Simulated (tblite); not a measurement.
Species: C6H13GeN.
Structure used (GFN2-xTB), in Å, numbered top down from 1:
```
atom  x, y, z in Å
N1    -2.5649   -0.0352   -1.1440
Ge2   -1.9623   -0.9517    0.3097
C3    -0.7953    0.2417    1.3290
C4    -0.4630    1.6100    0.8003
C5     0.6010    0.5659    0.8675
C6     1.1152   -0.0275   -0.3996
C7     2.1227   -1.1385   -0.3532
C8     2.5314    0.2252   -0.8216
H9    -3.1254   -0.5629   -1.7980
H10   -3.0531    0.8267   -0.9402
H11   -1.2846   -2.1620   -0.2665
H12   -3.0756   -1.4538    1.2165
H13   -0.9244    0.1790    2.4039
H14   -0.8331    1.8671   -0.1820
H15   -0.4312    2.4408    1.4905
H16    1.3567    0.6785    1.6385
H17    0.3637   -0.0733   -1.1809
H18    2.4700   -1.4699    0.6143
H19    2.0483   -1.9316   -1.0815
H20    2.7414    0.3696   -1.8702
H21    3.1539    0.8190   -0.1688
```

Calculated harmonic vibrations of the isolated species, GFN2-xTB (tblite), most abundant isotopes, no scaling. Against measured fundamentals such values can be off by several per cent, at times by over 20. Modes of hydrogen on germanium can be 10 to 20 % off. One conformer, not necessarily the lowest.

Harmonic wavenumbers (cm⁻¹): 44.7, 48.5, 110.4, 148.1, 201.4, 216.6, 271.6, 291.8, 387.5, 447.5, 492.0, 525.0, 586.0, 620.1, 678.8, 687.8, 780.5, 807.4, 818.2, 846.0, 857.6, 875.2, 956.9, 969.3, 980.9, 997.6, 1033.8, 1059.0, 1066.0, 1068.7, 1080.2, 1089.4, 1104.8, 1154.8, 1188.2, 1232.0, 1243.7, 1272.0, 1333.0, 1425.6, 1441.0, 1468.4, 1498.0, 1500.8, 1841.6, 1990.8, 3008.2, 3017.3, 3024.0, 3068.3, 3080.8, 3083.9, 3085.4, 3089.8, 3106.5, 3416.4, 3446.2.

A = 2462, B = 832.4, C = 763.4 MHz; mass 173.026 u (most abundant isotopes); point group C1, symmetry number 1.

Task: What is the zero-point energy?

Result: Half the sum of the wavenumbers: 37583 cm⁻¹ = 107.45 kcal/mol.

Task: What is S at 298.15 K and 1 bar for an ideal gas of classical rigid rotors and harmonic oscillators?

Result: Translation 41.38, rotation 29.71, vibration 29.97: S = 101.1 cal/(mol K).

Task: And Cp and H(298.15 K) − H(0)?

Result: Cp = 40.86 cal/(mol K), of which vibrations give 32.91 (their classical limit is 57 R = 113.3); H(298.15 K) − H(0) = 7.08 kcal/mol without the zero-point energy, 4.71 from vibrations.

Task: Which modes carry the vibrational entropy at 298.15 K?

Result: 44.7 cm⁻¹: 5.04; 48.5 cm⁻¹: 4.88; 110.4 cm⁻¹: 3.26; 148.1 cm⁻¹: 2.70; 201.4 cm⁻¹: 2.12; 216.6 cm⁻¹: 1.99 cal/(mol K); the other 51 give 9.99 together.

Task: What must be added to the electronic energy to get the Gibbs energy at 298.15 K and 1 bar?

Result: ZPE + [H(298.15 K) − H(0)] − T·S = 107.45 + 7.08 − 30.13 = 84.40 kcal/mol.

Task: How do the functions run with temperature in this model?

Result: 
```tsv
T (K)	S (cal/(mol K))	Cp (cal/(mol K))	H − H(0) (kcal/mol)	G − H(0) (kcal/mol)	ln q(vib)
150	79.9	23.5	2.36	-9.62	3.24
250	94.4	34.8	5.26	-18.34	5.86
400	114.8	52.9	11.87	-34.05	9.88
600	139.9	70.8	24.36	-59.56	15.38
900	172.0	87.2	48.27	-106.50	23.35
```

q(vib) and H(0) count from the zero-point level.

Hindered rotation and anharmonicity are outside this model. Other conformers, if any are populated, would add a mixing term that is left out. The structure is chiral; the term R ln 2 for an equal mix with its mirror image is left out.
